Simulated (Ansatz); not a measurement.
`CC[N](C)[GaH2]` → `C[NH][GaH2]` + `C=C`  (alkene loss)

Gas-phase electronic energies from Ansatz, PBE0-D4/def2-TZVP geometries. CBS: MP2 limit from def2 TZ/QZ plus the TZ coupled-cluster correction, frozen cores. This one scheme is used for every species. DFT in def2-TZVPP. B3LYP here is the variant with VWN-RPA as its local correlation; programs differ in this. HSE06 is defined as in plane-wave codes. For Ga outer-core shells are correlated without core-valence functions, which leaves a few kJ/mol of doubt a bond. Scalar relativity is left out up to krypton. One conformer a species, not always the lowest.

| level | ΔE (kcal/mol) | difference from CCSD(T)/CBS |
| --- | --- | --- |
| LDA (SPW92) | 32.6 | 12.0 |
| PBE-D4 | 22.8 | 2.2 |
| revPBE-D4 | 22.7 | 2.1 |
| BLYP-D4 | 17.2 | -3.4 |
| r2SCAN-D4 | 22.4 | 1.8 |
| B97M-V | 21.3 | 0.7 |
| PBE0-D4 | 24.5 | 3.9 |
| B3LYP-D4 | 19.2 | -1.4 |
| r2SCANh-D4 | 23.0 | 2.4 |
| r2SCAN0-D4 | 23.9 | 3.3 |
| HSE06-D4 | 24.4 | 3.8 |
| BHLYP-D4 | 20.9 | 0.3 |
| CAM-B3LYP-D4 | 20.9 | 0.3 |
| ωB97X-V | 23.0 | 2.4 |
| ωB97M-V | 20.9 | 0.3 |
| B2PLYP | 17.5 | -3.1 |
| PBE-QIDH | 24.5 | 3.9 |
| BLYP | 10.6 | -10.0 |
| r2SCAN | 21.6 | 1.0 |
| B3LYP | 14.2 | -6.4 |
| r2SCANh | 22.1 | 1.5 |
| r2SCAN0 | 22.9 | 2.3 |
| HSE06 | 21.9 | 1.3 |
| BHLYP | 17.1 | -3.5 |
| CAM-B3LYP | 18.1 | -2.5 |
| LC-ωPBE | 23.2 | 2.6 |
| RPA@PBE/def2-TZVPP | 19.9 | -0.7 |
| HF/def2-SVP | 16.0 | -4.6 |
| MP2/def2-SVP | 25.5 | 4.9 |
| CCSD/def2-SVP | 22.4 | 1.8 |
| CCSD(T)/def2-SVP | 22.9 | 2.3 |
| HF/def2-TZVPP | 11.5 | -9.1 |
| MP2/def2-TZVPP | 23.3 | 2.7 |
| SCS-MP2/def2-TZVPP | 20.2 | -0.4 |
| CCSD/def2-TZVPP | 19.8 | -0.8 |
| CCSD(T)/def2-TZVPP | 20.7 | 0.1 |
| HF/def2-QZVPP | 11.3 | -9.3 |
| SCS-MP2/def2-QZVPP | 20.0 | -0.6 |
| HF/CBS(def2) | 11.3 | -9.3 |
| CCSD/CBS(def2) | 19.8 | -0.8 |
| CCSD(T)/CBS | 20.6 | 0 |

**Question.** What do rigid-rotor, harmonic-oscillator terms from PBE0-D4/def2-TZVP frequencies (298.15 K, 1 bar) make of the CCSD(T)/CBS value? (An estimate is asked.)

**Answer.** Ansatz gave: ΔZPE = -3.5 kcal/mol, ΔH = +18.1 kcal/mol, ΔS = 165 J/(mol·K), ΔG = +6.3 kcal/mol.

Largest T1 diagnostic among the species: 0.015.

The D4 term adds +5.0 kcal/mol with B3LYP and +2.7 kcal/mol with PBE0; it sums over pairs of atoms, weighted by their polarisabilities, and B3LYP, whose exchange is more repulsive, gets the larger term. In def2-TZVPP, CCSD(T) changes the Hartree–Fock value by +9.1 kcal/mol (the triples alone add +0.8 kcal/mol) and MP2 by +11.7 kcal/mol.

CCSD(T)/CBS has its own doubt, a few kJ/mol and more with outer-core shells, so smaller differences from it don't rank the levels.
